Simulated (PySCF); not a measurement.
# Structure from 2D NMR

Compound of formula C$_{5}$H$_{8}$B$_{2}$O. Correlations simulated from computed shifts and couplings:

HSQC (one-bond C–H):
| δH | δC | 1J(C,H) (Hz) |
| --- | --- | --- |
| 7.82 | 160.3 | 209 |
| 7.38 | 143.8 | 184 |
| 6.68 | 119.9 | 186 |
| 3.88 | 52.3 | 134 |

COSY cross peaks (|J| ≥ 2 Hz):
| δH | δH | abs. J (Hz) | bonds |
| --- | --- | --- | --- |
| 7.67 | 3.88 | 8.3 | 3 |
| 7.38 | 6.68 | 3.9 | 3 |
| 6.51 | 3.88 | 7.4 | 3 |

HMBC (two and three bonds, |J| ≥ 2.5 Hz):
| δH | δC [abs. J in Hz] |
| --- | --- |
| 7.82 | 175.5 [6.7], 143.8 [5.8], 119.9 [14.0] |
| 7.67 | 52.3 [4.7] |
| 7.38 | 175.5 [13.8], 160.3 [8.2], 119.9 [5.4] |
| 6.68 | 175.5 [6.3], 160.3 [11.9], 143.8 [4.1] |
| 6.51 | 175.5 [14.5], 52.3 [4.8] |
| 3.88 | 175.5 [4.9] |

Carbons without hydrogens: δ 175.5.

No relativistic terms, rapidly exchanging positions averaged, isolated molecule, single conformer. J: B3LYP/pcJ-1 (spin–dipole term only in couplings to heteroatoms); PBE0-D3(BJ)/def2-SVP structure; CAM-B3LYP/pcSseg-1 with gauge-including orbitals; PySCF 2.14.

Scale: 1H (31.33 ppm) and 13C (182.45 ppm) vs TMS (reference shieldings calculated alike).

Exchangeable hydrogens are left out of these lists, and C,H couplings along chains are those of one rotamer, so weak HMBC peaks may be missing or extra.

Problem. Work out the connectivity.

Solution. SMILES BCBc1ccco1.

Mapped SMILES: `[BH2:1][CH2:2][BH:3][c:4]1[cH:5][cH:6][cH:7][o:8]1` (H(Xn): hydrogen on atom n).

1. δC 175.5 is C4, a substituted aromatic carbon next to the ring oxygen.
2. δC 160.3 is C7, an aromatic CH next to the ring oxygen (δH 7.82).
3. δC 143.8 is C5, an aromatic CH (δH 7.38).
4. δC 119.9 is C6, an aromatic CH (δH 6.68).
5. δC 52.3 is C2, an sp3 CH2 bonded to 2 B (δH 3.88).
6. HMBC from δH 7.82 reaches the proton-free carbon C4.
7. HMBC from δH 7.38 reaches the proton-free carbon C4.
8. HMBC from δH 6.68 reaches the proton-free carbon C4.
9. HMBC from δH 6.51 reaches the proton-free carbon C4.
10. COSY links 7.67–3.88, 7.38–6.68, 6.51–3.88.

The shifts were computed for this structure.

Hydrogens on boron are broadened and split by 11B (spin 3/2, 80 %) and 10B (spin 3). A carbon bonded to boron is broadened by the quadrupolar boron nucleus and is often missing from a measured spectrum. Unscaled 3J(H,H) at this level run about 10 % above measured values. Shifts are as computed, not scaled to solution data. Of 1313 compounds with measured shifts, 239 miss one by over three times the rms of a fit or turn the order of signals round; such compounds aren't used in these exercises. 3J across rotatable bonds or in flexible rings reflects this conformer alone.
